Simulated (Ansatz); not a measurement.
`[NH2][Ga]([Br])[Br]` + NH₃ → `[NH2][Ga]([NH2])[Br]` + HBr  (ligand exchange at a Ga–Br bond)

Calculated with Ansatz (gas phase, PBE0-D4/def2-TZVP geometries, no zero-point term in ΔE). CCSD(T)/CBS is the MP2 limit (def2-TZVPP, def2-QZVPP) plus CCSD(T) − MP2 in def2-TZVPP, frozen cores. This one scheme is used for every species. Functionals use def2-TZVPP. B3LYP here is the variant with VWN-RPA as its local correlation; programs differ in this. HSE06 is defined as in plane-wave codes. For Br, Ga outer-core shells are correlated without core-valence functions, which leaves a few kJ/mol of doubt a bond. Scalar relativity is left out up to krypton. One conformer a species, not always the lowest.

| level | ΔE (kcal/mol) | difference from CCSD(T)/CBS |
| --- | --- | --- |
| LDA (SPW92) | 20.0 | -1.5 |
| PBE-D4 | 22.4 | 0.9 |
| revPBE-D4 | 22.2 | 0.7 |
| BLYP-D4 | 21.8 | 0.3 |
| r2SCAN-D4 | 22.7 | 1.2 |
| B97M-V | 23.2 | 1.7 |
| PBE0-D4 | 23.2 | 1.7 |
| B3LYP-D4 | 22.5 | 1.0 |
| r2SCANh-D4 | 23.0 | 1.5 |
| r2SCAN0-D4 | 23.4 | 1.9 |
| HSE06-D4 | 23.3 | 1.8 |
| BHLYP-D4 | 23.8 | 2.3 |
| CAM-B3LYP-D4 | 21.2 | -0.3 |
| ωB97X-V | 21.9 | 0.4 |
| ωB97M-V | 22.2 | 0.7 |
| B2PLYP | 22.2 | 0.7 |
| PBE-QIDH | 23.0 | 1.5 |
| PBE | 22.2 | 0.7 |
| revPBE | 22.7 | 1.2 |
| BLYP | 21.7 | 0.2 |
| r2SCAN | 22.8 | 1.3 |
| B3LYP | 22.2 | 0.7 |
| r2SCANh | 23.0 | 1.5 |
| r2SCAN0 | 23.3 | 1.8 |
| HSE06 | 23.1 | 1.6 |
| CAM-B3LYP | 21.0 | -0.5 |
| RPA@PBE/def2-TZVPP | 20.5 | -1.0 |
| HF/def2-SVP | 23.7 | 2.2 |
| MP2/def2-SVP | 21.5 | 0.0 |
| CCSD/def2-SVP | 21.1 | -0.4 |
| CCSD(T)/def2-SVP | 21.0 | -0.5 |
| HF/def2-TZVPP | 24.7 | 3.2 |
| MP2/def2-TZVPP | 22.1 | 0.6 |
| SCS-MP2/def2-TZVPP | 21.7 | 0.2 |
| CCSD(T)/def2-TZVPP | 21.5 | 0.0 |
| MP2/def2-QZVPP | 21.9 | 0.4 |
| SCS-MP2/def2-QZVPP | 21.6 | 0.1 |
| HF/CBS(def2) | 24.3 | 2.8 |
| MP2/CBS(def2) | 22.0 | 0.5 |
| CCSD/CBS(def2) | 21.6 | 0.1 |
| CCSD(T)/CBS | 21.5 | 0 |

Largest T1 diagnostic among the species: 0.011.

In def2-TZVPP, CCSD(T) changes the Hartree–Fock value by −3.2 kcal/mol (the triples alone add −0.1 kcal/mol) and MP2 by −2.7 kcal/mol. From BLYP to BHLYP (50 % exact exchange), in def2-TZVPP and without D4, ΔE moves by +1.4 kcal/mol.
